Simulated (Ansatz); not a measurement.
Harmonic frequencies (cm⁻¹) at PBE0-D4/def2-TZVP from Ansatz: 138, 277, 346, 391, 626, 2709.

Each molecule was computed in one conformer, which needn't be the lowest.

Which molecule is it?
A. `[OH][Ge][Br]`
B. `[SH][Ge][Br]`
C. `[OH][Ge][SH]`
D. `[OH][Ge][Cl]`

B.
